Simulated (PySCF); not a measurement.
Ranking problems on computed properties.

Each SMILES stands for a single optimised conformer of the isolated species, non-relativistic unless stated. Electronic properties by PySCF.

Dipoles, sizes and rotational constants follow the conformer. The torsions of the flexible species, by atom-mapped SMILES:
- `[OH:1][CH2:2]/[P:3]=[P:4]\[CH2:5][PH2:6]`: O1–C2–P3–P4 169°, P3–P4–C5–P6 -80°, H–O1–C2–P3 57°, H–P6–C5–P4 -160°, H–P6–C5–P4 -68°
- `[CH:1]#[C:2]/[C:3](=[CH:4]/[SiH3:5])[SiH2:6][PH2:7]`: C2–C3–Si6–P7 101°, H–P7–Si6–C3 -73°, H–P7–Si6–C3 -166°
- `[CH2:1]=[CH:2][Si@H:3]([PH2:4])[C:5]#[C:6][SiH3:7]`: C1–C2–Si3–P4 179°, H–P4–Si3–C2 -171°, H–P4–Si3–C2 96°
- `[CH3:1][PH2+:2][CH2:3][CH2:4][C:5]#[N:6]`: C1–P2–C3–C4 92°, P2–C3–C4–C5 -41°
- `[CH2:1]=[C:2]1[SiH2:3][Si@@H:4]([PH2:5])[C:6]1=[CH2:7]`: H–P5–Si4–Si3 20°, H–P5–Si4–Si3 -73°
- `[CH:1]#[C:2]/[C:3]([SiH3:4])=[CH:5]\[SiH2:6][PH2:7]`: C3–C5–Si6–P7 70°, H–P7–Si6–C5 47°, H–P7–Si6–C5 -46°
- `[CH3:1][S:2][CH2:3][CH2:4][CH2:5][SiH3:6]`: C1–S2–C3–C4 -72°, S2–C3–C4–C5 -175°, C3–C4–C5–Si6 180°
- `[CH:1]#[C:2][C:3](=[CH2:4])[SiH2:5][PH:6][SiH3:7]`: C2–C3–Si5–P6 178°, C3–Si5–P6–Si7 -81°
- `[CH3:1][CH:2]([CH3:3])[P@@H+:4]1[CH2:5][C@H:6]1[C:7]([F:8])([F:9])[F:10]`: C1–C2–P4–C5 153°, C5–C6–C7–F8 -70°
- `[O:1]=[C:2]([F:3])[c:4]1[cH:5][c:6]2[cH:7][cH:8][cH:9][cH:10][c:11]2[o:12]1`: O1–C2–C4–C5 180°
- `[SiH3:1][O:2][CH2:3][SiH:4]1[SiH2:5][SiH2:6][SiH2:7]1`: Si1–O2–C3–Si4 180°, O2–C3–Si4–Si5 -47°

(1) Rank by electronic spatial extent ⟨r²⟩ about the centre of nuclear charge, highest first (B3LYP/def2-SVPD at GFN2-xTB geometries).
A. `C[PH2+]CCC#N`
B. `C=C[Si@H](P)C#C[SiH3]`
C. `C(/P=P\CP)O`
D. `C=C1[SiH2][Si@@H](P)C1=C`
E. `C(/[SiH3])=C(/[SiH2]P)C#C`

(2) Rank by dipole moment, lowest first (B3LYP/def2-SVPD at GFN2-xTB geometries).
A. `CSCCC[SiH3]`
B. `CC1=CC(Cl)=C(F)P=C1`
C. `C#C/C([SiH3])=C\[SiH2]P`
D. `OC/P=P\CP`
E. `P[Si@H]1C(C(=C)[SiH2]1)=C`

(3) Give the two extremes of that set in atomic units.

(4) Rank by lowest singlet excitation, lowest first (TDDFT B3LYP/def2-SVPD at GFN2-xTB geometries).
A. `P[SiH2]/C=C(/[SiH3])C#C`
B. `C#C/C(=C/[SiH3])[SiH2]P`
C. `CSCCC[SiH3]`
D. `[SiH2]1[Si@@H](P)C(=C)C1=C`
E. `C[PH2+]CCC#N`
F. `C#CC(=C)[SiH2]P[SiH3]`

(5) Rank by HOMO energy, highest first (B3LYP/def2-SVPD at GFN2-xTB geometries).
A. `CSCCC[SiH3]`
B. `[Si@H]1([SiH2]C(C1=C)=C)P`
C. `C=C[Si@H](P)C#C[SiH3]`
D. `C#CC(=C)[SiH2]P[SiH3]`
E. `C[PH2+]CCC#N`
F. `[SiH3]/C(=C/[SiH2]P)C#C`

(6) Rank by static isotropic polarisability, highest first (B3LYP/def2-SVPD at GFN2-xTB geometries).
A. `C[PH2+]CCC#N`
B. `C=C1[SiH2][Si@@H](P)C1=C`
C. `C#CC(=C)[SiH2]P[SiH3]`
D. `CSCCC[SiH3]`
E. `Cc1cpc(F)c(Cl)c1`

(7) By how much do the two ends of that ranking differ?

(8) Rank by smallest rotational constant, highest first (GFN2-xTB).
A. `O=C(F)c1cc2ccccc2o1`
B. `Cc1cpc(F)c(Cl)c1`
C. `[SiH3]OC[SiH]1[SiH2][SiH2][SiH2]1`
D. `C[PH2+]CCC#N`
E. `C1(=C)C(=C)[Si@@H]([SiH2]1)P`
F. `CC(C)[P@@H+]1C[C@H]1C(F)(F)F`
G. `OC/P=P\CP`

Results:

(1) B (2201 bohr²), E (1668 bohr²), D (1531 bohr²), C (1303 bohr²), A (749 bohr²).

(2) E (0.59 D), C (1.01 D), A (1.48 D), D (2.44 D), B (3.48 D).

(3) `C=C1[SiH2][Si@@H](P)C1=C`: 0.23 au; `Cc1cpc(F)c(Cl)c1`: 1.37 au.

(4) D (4.11 eV), A (4.31 eV), B (4.53 eV), F (4.81 eV), C (5.25 eV), E (7.41 eV).

(5) A (-6.06 eV), B (-6.70 eV), F (-6.84 eV), D (-7.03 eV), C (-7.19 eV), E (-13.64 eV).

(6) B (135.8 au), C (131.6 au), E (110.3 au), D (100.9 au), A (67.1 au).

(7) By 68.7 au, between `C=C1[SiH2][Si@@H](P)C1=C` and `C[PH2+]CCC#N`.

(8) D (1.664 GHz), G (0.865 GHz), E (0.763 GHz), C (0.683 GHz), B (0.629 GHz), F (0.546 GHz), A (0.472 GHz).
